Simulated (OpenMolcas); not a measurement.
**Fe5+, Ru5+, Os5+: d³ down the group**

```json
{
  "Program": "OpenMolcas 26.06",
  "Method": "RASSCF",
  "Basis": "ANO-R2",
  "Scalar Hamiltonian": "X2C, finite nucleus",
  "Spin-orbit coupling": "state interaction with AMFI integrals over the reference wave functions, term energies averaged over their components"
}
```

Active space for each ion: 9 electrons in 8 orbitals (RAS1 p, at most 2 holes; RAS2 d).

Computed levels in cm-1 above ⁴F_3/2:

```csv
Level,Fe5+,Ru5+,Os5+
⁴F_5/2,526,1459,6517
⁴F_7/2,1236,3243,12013
⁴F_9/2,2106,5206,15962
⁴P_1/2,21758,15620,18995
⁴P_5/2,22612,17903,27012
²G_7/2,23869,18490,25605
²G_9/2,24601,19721,40589
²P_1/2,28448,22192,32247
²P_3/2,28499,26511,43760
weight of ⁴F in the lowest level (%),100,98,84
```

Mixed levels, with the weight of the term that names them: Fe5+ ²P_3/2 (74 %), Ru5+ ²P_3/2 (53 %), Os5+ ⁴F_9/2 (66 %), Os5+ ⁴P_1/2 (73 %), Os5+ ²G_9/2 (55 %), Os5+ ²P_1/2 (73 %), Os5+ ²P_3/2 (59 %).

Measured, with the error of the calculation in %. Measured levels: Fe5+ from Corliss and Sugar, J. Phys. Chem. Ref. Data 11, 135 (1982); Os5+ from the list in Brasseur, Palmeri and Quinet, Atoms 13, 11 (2025).

```csv
Level,Fe5+,Os5+
⁴F_5/2,511 (+2.9),6397 (+1.9)
⁴F_7/2,1188 (+4.0),11444 (+5.0)
⁴F_9/2,2001 (+5.3),14678 (+8.7)
⁴P_1/2,18738 (+16.1),16772 (+13.2)
⁴P_5/2,19611 (+15.3),24828 (+8.8)
²G_7/2,20616 (+15.8),22920 (+11.7)
²G_9/2,21315 (+15.4),37019 (+9.6)
²P_1/2,26496 (+7.4),28860 (+11.7)
²P_3/2,26215 (+8.7),40203 (+8.8)
```

The fine-structure level ⁴F_9/2 changes by a factor of 7.58 from Fe5+ to Os5+.

Without spin-orbit coupling ⁴P lies 21096, 14042, 12955 cm-1 above ⁴F in that order; the difference to the level ⁴P_1/2, of either sign, comes from spin-orbit coupling, which also lowers the zero.

Without dynamic correlation excited terms often stand tens of per cent too high (terms of higher spin than the ground term too low), and those without a measured partner can miss by more than the paired ones. Active for correlation alone: 3p; no level in the range computed is led by a configuration that opens it, so any true level of that kind is missing (holds for Fe5+). Active for correlation alone: 4p; no level in the range computed is led by a configuration that opens it, so any true level of that kind is missing (holds for Ru5+). Active for correlation alone: 5p; no level in the range computed is led by a configuration that opens it, so any true level of that kind is missing (holds for Os5+). Measured partners are found by configuration, term and J. A level has none where our copy of the source lacks it or the pairing is in doubt (some pairs that miss far off the trend of their configuration count as doubtful), and it then counts in no deviation. Only configurations of the active space appear.
